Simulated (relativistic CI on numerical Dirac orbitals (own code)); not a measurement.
**N2+: what numerical and physical settings do to a radial Dirac CI calculation**

Reference input:

```
atom N  Z=7  charge=2  electrons=5
nucleus A=14  rms_radius_fm=2.5582
hamiltonian dirac-coulomb  breit=on  qed=on  c_scale=1
orbitals kli  potential=per-configuration
slater_scale 1
correlation none
mixing on
grid step=0.0125 r_max=24.9
scf mixing=0.4 start=green max_iterations=150 tolerance=2e-08 node_fill=0.05
configurations
  [He] 2s2 2p
end
```

Computed lowest total energy -52.83893 Ha, first excitation 176.6 cm⁻¹, 10 SCF steps. Runs with settings changed; * marks those that are bad on purpose:

```tsv
Changed	Outcome	Lowest level	ΔE (Ha)	First excitation (cm⁻¹)	SCF steps	Message
start potential previous	converged	2p ²P°1/2	1.38e-11	176.6	9	
end of the grid at 37.35 bohr	converged	2p ²P°1/2	4.97e-14	176.6	10	
start potential thomas-fermi	converged	2p ²P°1/2	1.38e-11	176.6	9	
iteration limit 30, Slater scale 0.6	converged	2p ²P°1/2	0	176.6	10	
Slater scale -1 *	converged	2p ²P°1/2	0	176.6	10	
configuration list: overfill *	refused				0	configuration [He] 2p7: a shell holds more than 4l+2 electrons
```

With so few configurations and no correlation, terms lie too far apart (by 10 to 50 % near neutrality), their order can be wrong, and levels of other configurations are missing.
